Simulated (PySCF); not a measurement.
Start geometry of triethylborane (`CCB(CC)CC`) from GFN2-xTB (Å):
```
atom  x, y, z in Å
C1    -1.2209    1.9650   -0.1387
C2    -0.0597    1.4201    0.7079
B3     0.1666   -0.1273    0.4436
C4     1.4544   -0.6882   -0.2866
C5     2.5233    0.3192   -0.7149
C6    -0.9560   -1.1549    0.9101
C7    -1.6498   -1.8783   -0.2537
H8    -2.1447    1.4391    0.0889
H9    -1.0091    1.8374   -1.1982
H10   -1.3736    3.0256    0.0533
H11   -0.3114    1.5876    1.7594
H12    0.8227    2.0247    0.4964
H13    1.1377   -1.2417   -1.1762
H14    1.9293   -1.4396    0.3530
H15    3.3486   -0.1845   -1.2162
H16    2.1096    1.0523   -1.4037
H17    2.9247    0.8468    0.1475
H18   -1.7294   -0.6681    1.5089
H19   -0.5083   -1.9208    1.5499
H20   -0.9401   -2.4787   -0.8173
H21   -2.4322   -2.5381    0.1175
H22   -2.1025   -1.1588   -0.9325
```

**Question.** What comes out of this run: PBE0-D3(BJ)/def2-SVP geometry optimisation, gas phase (PySCF)?

**Answer.** 
```
atom  x, y, z in Å
C1    -0.9566    2.1980   -0.1431
C2    -0.1958    1.3876    0.9179
B3    -0.0202   -0.0883    0.3822
C4     1.1560   -0.4824   -0.5912
C5     2.2709    0.5227   -0.8457
C6    -1.0986   -1.1619    0.7983
C7    -1.1578   -2.4887    0.0538
H8    -1.9505    1.7674   -0.3463
H9    -0.4150    2.2282   -1.1023
H10   -1.1133    3.2409    0.1743
H11   -0.7662    1.4107    1.8621
H12    0.7757    1.8733    1.1102
H13    0.6626   -0.7665   -1.5439
H14    1.5714   -1.4471   -0.2411
H15    3.0175    0.1471   -1.5629
H16    1.8809    1.4704   -1.2493
H17    2.8092    0.7704    0.0831
H18   -2.0924   -0.6757    0.8198
H19   -0.8860   -1.3363    1.8751
H20   -0.1946   -3.0215    0.0922
H21   -1.9203   -3.1675    0.4669
H22   -1.3976   -2.3420   -1.0117
```

The energy falls by 3.6 kcal/mol over 21 energy and gradient evaluations, the largest force component goes from 0.0150 to 1.8e-04 Eh/bohr, and the atoms move by 0.663 Å rms after alignment. The bond that changes most is C6–H19 (sp3 carbon bound to boron to methylene hydrogen), which lengthens by 0.018 Å. Bonds longer at the end by more than 0.005 Å: 15 of 21; shorter: 5. Among the angles that change most is B3–C6–H19, from 109.6° to 103.4°. Among the dihedrals that turn most is C4–B3–C6–H19, from 55° to 111°. Rotational constants go from 2458, 1891, 1248 to 2622, 1800, 1209 MHz. The orientation of the end geometry is arbitrary; only internal coordinates are fixed.

The run used 173 basis functions and 122 SCF cycles in all.

Whether it is a minimum is left open (no frequencies). The numbers are those of one conformer.
